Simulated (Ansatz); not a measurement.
Molecule: CH₇FNSi₂ (charge -1, singlet). It need not be the lowest isomer of its formula. Whether it binds its extra electron was not tested at this geometry. 
Geometry from a B3LYP-D3(BJ)/def2-TZVP (Ansatz, an electronic-structure program) optimisation:
SMILES: [CH2-][Si@H](F)N[SiH3]
```xyz
12

Si     0.7872     0.5939    -0.3031
C      1.4894    -0.9746    -0.5885
F      1.3390     1.7137     0.7976
N     -0.8412     0.3686     0.3197
Si    -1.6610    -1.1024     0.0240
H      0.7762     1.4450    -1.5372
H      2.1685    -1.1285    -1.4231
H      1.5543    -1.7386     0.1818
H     -1.2882     1.0663     0.8963
H     -3.0394    -0.9164     0.6125
H     -1.1452    -2.3249     0.6961
H     -1.8921    -1.4401    -1.4042
```
Charge -1, spin multiplicity 1.

Basis-set convergence of Hartree-Fock and MP2 correlation energies (hartree) with Ansatz. Correlated levels leave the core frozen unless marked. No spin-orbit coupling. No relativistic terms. This anion needs diffuse functions, which these sets lack.

```json
[
 {"basis": "cc-pV(D+d)Z", "functions": "123", "E(HF)": "-773.79290", "E(corr, MP2)": "-0.71150"},
 {"basis": "cc-pV(T+d)Z", "functions": "266", "E(HF)": "…", "E(corr, MP2)": "…"}
]
```

Task: Some entries are withheld; supply them.

Result: 
- cc-pV(T+d)Z, E(HF): -773.90005
- cc-pV(T+d)Z, E(corr, MP2): -0.90669
